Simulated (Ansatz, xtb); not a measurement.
A geometry optimisation of B2FHOSi with r2SCAN-D4/def2-SVP

The starting geometry of this gas-phase singlet was built from a drawn formula by distance geometry; its bonds are those of `O[Si]1=BB1F`.

| atom | x (Å) | y (Å) | z (Å) |
| --- | --- | --- | --- |
| B | -1.2814 | 1.5240 | 0.0362 |
| B | -0.2403 | 0.6202 | 1.2149 |
| F | -0.3737 | 0.8103 | 2.6184 |
| O | -0.6990 | -1.1288 | -1.7645 |
| Si | -0.8007 | 0.1118 | -0.6007 |
| H | -1.4475 | -1.2230 | -2.4012 |

Question: Predict what becomes of its bonds when it is optimised with r2SCAN-D4/def2-SVP.

Answer: It keeps its bonds, and is `O[Si]1=BB1F`. Distances that change by over a tenth: B1–B2 (1.81 → 1.59 Å), B1–Si5 (1.62 → 1.80 Å).

The energy falls by 2.36 eV over 13 steps:

```json
{"step": "1", "E − E(last) (eV)": "2.355"}
{"step": "2", "E − E(last) (eV)": "0.784"}
{"step": "4", "E − E(last) (eV)": "0.064"}
{"step": "5", "E − E(last) (eV)": "0.028"}
{"step": "6", "E − E(last) (eV)": "0.015"}
{"step": "8", "E − E(last) (eV)": "0.005"}
{"step": "9", "E − E(last) (eV)": "0.002"}
{"step": "10", "E − E(last) (eV)": "0.001"}
{"step": "12", "E − E(last) (eV)": "0.000"}
{"step": "13", "E − E(last) (eV)": "0.000"}
```

Final geometry (Å):

```xyz
6

B    -1.1150    1.8038    0.0945
B    -0.6129    0.8203    1.2325
F    -0.2598    0.3765    2.4113
O    -0.6425   -0.9699   -1.8554
Si   -0.8176    0.2345   -0.7431
H    -1.3947   -1.5507   -2.0367
```

From the same start GFN2-xTB ends elsewhere, differing in B2–Si5 (3.23 against 2.07 Å here).

No frequencies were run, so the end isn't proven a minimum. Run with Ansatz 0.2.0, 27 s on 1 thread of Intel(R) Xeon(R) 6975P-C (Granite Rapids) (shared host).
